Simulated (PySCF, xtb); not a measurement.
H4OSeSi, SMILES [Se](O)[SiH3]. Other conformers were not sampled.

Harmonic wavenumbers (cm⁻¹) from xtb with GFN2-xTB at its own minimum, in rising order: 62, 80, 142, 376, 497, 517, 570, 731, 744, 779, 980, 2293, 2295, 2302, 3590.

### Question
What does PySCF 2.14.0 with r2SCAN-D4/def2-SVP give at its own minimum? (The exact figures need the calculation; the answer reports its results.)

### Answer
137, 153, 328, 386, 576, 588, 624, 892, 913, 952, 1113, 2214, 2227, 2238, 3786. Paired by order, the mean absolute difference is 106 cm⁻¹ and the zero-point energies are 22.8 and 24.5 kcal/mol.
